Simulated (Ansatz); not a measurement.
ZnI₂. Total charge 0; singlet. Geometry r2SCAN-D4/def2-TZVP.

| atom | x (Å) | y (Å) | z (Å) |
| --- | --- | --- | --- |
| Zn1 | 0.0001 | 0.0001 | -0.0001 |
| I2 | -2.0818 | 0.5087 | -1.0942 |
| I3 | 2.0817 | -0.5088 | 1.0944 |

In the def2 sets I takes a core potential; there is no spin–orbit coupling. LC-ωPBE has ω = 0.4 bohr⁻¹.

(1) Estimate the orbital energies around the gap (eV) in Ansatz with revPBE-D4/def2-TZVP, PBE0-D4/def2-SVP, PBE0-D4/def2-TZVPD, r2SCAN0-D4/def2-TZVP, LC-ωPBE/def2-TZVP.

Answers

(1) 
```csv
orbital,revPBE-D4/def2-TZVP,PBE0-D4/def2-SVP,PBE0-D4/def2-TZVPD,r2SCAN0-D4/def2-TZVP,LC-ωPBE/def2-TZVP
HOMO−9,-12.92,-15.75,-15.94,-16.30,-18.62
HOMO−8,-12.92,-15.64,-15.88,-16.24,-18.56
HOMO−7,-12.81,-15.64,-15.88,-16.24,-18.56
HOMO−6,-12.81,-15.64,-15.80,-16.16,-18.52
HOMO−5,-9.22,-10.39,-10.46,-10.64,-13.16
HOMO−4,-8.00,-9.08,-9.11,-9.32,-11.56
HOMO−3,-7.00,-8.09,-8.20,-8.39,-10.82
HOMO−2,-7.00,-8.09,-8.20,-8.39,-10.82
HOMO−1,-6.67,-7.73,-7.85,-8.04,-10.40
HOMO,-6.67,-7.73,-7.85,-8.04,-10.40
LUMO,-2.57,-1.76,-1.88,-1.70,0.22
LUMO+1,-1.39,0.35,-0.84,-0.65,1.05
LUMO+2,-1.39,0.35,-0.84,-0.65,1.05
LUMO+3,0.90,1.52,0.26,1.84,3.27
LUMO+4,0.97,4.52,0.72,2.07,3.38
LUMO+5,2.69,7.29,0.76,3.87,5.60
```
